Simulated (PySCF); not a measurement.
Be(I)(SMe) (CH3BeIS), SMILES C[S][Be][I].

Geometry: PBE0-D3(BJ)/def2-SVP. The def2 effective core potentials stand for the cores of I; spin–orbit coupling is left out. One conformer was computed; it need not be the lowest.

Calculation: HF/def2-TZVPD run with PySCF.

The molecule is in vacuum.

| Item | Value |
|---|---|
| total energy | -748.57568 hartree |
| point group | Cs |
| highest occupied level | -9.83 eV |
| lowest empty level | 1.06 eV |
| orbital gap | 10.89 eV |
| dipole moment | 1.67 D |
| quadrupole, principal values (traceless, Buckingham form, about the centre of nuclear charge) | -7.92, -1.34, 9.26 D·Å |
| mean static polarisability | 80.8 bohr³ (11.97 Å³) |
| polarisability, principal values | 66.7, 74.5, 101.1 bohr³ |
